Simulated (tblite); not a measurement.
Compound: C6H10SSi.
SMILES with atom numbers: `[CH2:1]=[CH:2][CH2:3][C:4](=[C:5]=[S:6])[SiH2:7][CH3:8]` (hydrogens: H9, H10 on C1; H11 on C2; H12, H13 on C3; H14, H15 on Si7; H16, H17, H18 on C8)

Computed geometry: GFN2-xTB, gas phase.

Task: Give the optimised bond lengths and angles.

Result: 
| bond | length (pm) | order |
| --- | --- | --- |
| C1=C2 | 132.0 | double |
| C2–C3 | 149.7 | single |
| C3–C4 | 151.3 | single |
| C4=C5 | 129.0 | double |
| C5=S6 | 156.5 | double |
| C4–Si7 | 190.6 | single |
| Si7–C8 | 189.7 | single |
| C1–H9 | 107.8 | single |
| C1–H10 | 107.7 | single |
| C2–H11 | 108.2 | single |
| C3–H12, C3–H13 | 109.2 | single |
| Si7–H14, Si7–H15 | 146.6 | single |
| C8–H16, C8–H17, C8–H18 | 108.6 | single |

Bonds in one row agree within 1 pm and their mean is given. Orders are formal, as drawn. A selection of angles:
| angle | degrees |
| --- | --- |
| C2–C1–H9 | 121.7 |
| C2–C1–H10 | 122.1 |
| H9–C1–H10 | 116.2 |
| C1–C2–C3 | 124.1 |
| C1–C2–H11 | 120.8 |
| C3–C2–H11 | 115.1 |
| C2–C3–C4 | 109.1 |
| C2–C3–H12 | 110.2 |
| C4–C3–H12 | 109.3 |
| H12–C3–H13 | 109.0 |
| C3–C4–C5 | 124.9 |
| C3–C4–Si7 | 117.8 |
| C5–C4–Si7 | 117.1 |
| C4–C5–S6 | 174.5 |
| C4–Si7–C8 | 109.6 |
| C4–Si7–H14 | 105.4 |
| C4–Si7–H15 | 108.8 |
| C8–Si7–H14 | 111.1 |
| H14–Si7–H15 | 110.7 |
| Si7–C8–H16 | 111.4 |
| H16–C8–H17 | 107.8 |

Torsions: C1–C2–C3–C4 -108° (anticlinal); C2–C3–C4–C5 -97° (anticlinal); C3–C4–Si7–C8 -91° (anticlinal). The mirror-image conformer, all signs reversed, is as good.

Si7 (SiH2 silicon) is distorted tetrahedral (angles from 105.4° to 111.1°). The C–C distances run from 1.290 Å (C4=C5, drawn double) to 1.513 Å (C3–C4, drawn single), a spread of 0.223 Å. Of the pairs four or more bonds apart, H9···H12 is among the closest relative to their van der Waals radii: 2.43 Å, 101 % of the sum of Bondi's values.

Point group: C1 (no symmetry element, even within 0.4 Å). Its GFN2-xTB frequencies are all real (lowest 19 cm⁻¹). One conformer, not necessarily the lowest. 3 starts were optimised and ended at 0.00, 0.04 and 0.75 kcal/mol (GFN2-xTB); the lowest of these is shown.
